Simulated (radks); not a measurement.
The numbers below are computed, except where a source is named.
Species: Nd+. Configuration: [Xe] 4f4 6s1. Level of theory: scalar-relativistic Kohn-Sham, PBEsol, spin-polarised, spherical densities, finite nucleus; open shells are filled with parallel spins first (spin-orbit coupling, left out, can overturn this in heavy ions); Fermi nuclear charge, rms radius 4.9123 fm (a radial shooting solver on a logarithmic mesh with Libxc functionals).

Unscreened Slater integrals over Kohn-Sham orbitals (hartree). They are taken over the spin-up orbitals. Empty in this configuration: 5d.

\begin{tabular}{lr}
integral & value \\ \hline
F0(4f,4f) & 0.87288 \\
F2(4f,4f) & 0.39696 \\
F4(4f,4f) & 0.24574 \\
F6(4f,4f) & 0.17588 \\
F0(4f,6s) & 0.29326 \\
G3(4f,6s) & 0.014435 \\
F0(4f,5p) & 0.60961 \\
F2(4f,5p) & 0.22669 \\
G2(4f,5p) & 0.13711 \\
G4(4f,5p) & 0.10181 \\
F0(4f,5s) & 0.68329 \\
G3(4f,5s) & 0.15070 \\
F0(4f,5d) & 0.41056 \\
F2(4f,5d) & 0.10710 \\
F4(4f,5d) & 0.054312 \\
G1(4f,5d) & 0.066138 \\
G3(4f,5d) & 0.047698 \\
G5(4f,5d) & 0.034992 \\
F0(6s,6s) & 0.22808 \\
F0(6s,5p) & 0.28169 \\
G1(6s,5p) & 0.022685 \\
F0(6s,5s) & 0.28636 \\
G0(6s,5s) & 0.012229 \\
F0(6s,5d) & 0.25676 \\
G2(6s,5d) & 0.086122 \\
F0(5p,5p) & 0.52439 \\
F2(5p,5p) & 0.28163 \\
F0(5p,5s) & 0.56264 \\
G1(5p,5s) & 0.37475 \\
F0(5p,5d) & 0.38474 \\
F2(5p,5d) & 0.17270 \\
G1(5p,5d) & 0.19368 \\
G3(5p,5d) & 0.11834 \\
F0(5s,5s) & 0.61300 \\
F0(5s,5d) & 0.39775 \\
G2(5s,5d) & 0.11554 \\
F0(5d,5d) & 0.31921 \\
F2(5d,5d) & 0.16133 \\
F4(5d,5d) & 0.10468 \\
\end{tabular}

Derived for the open shells (J is the average intra-shell exchange parameter used in DFT+U). 4f: F4/F2 = 0.619, F6/F2 = 0.443, J = (286 F2 + 195 F4 + 250 F6)/6435 = 0.03192 hartree.
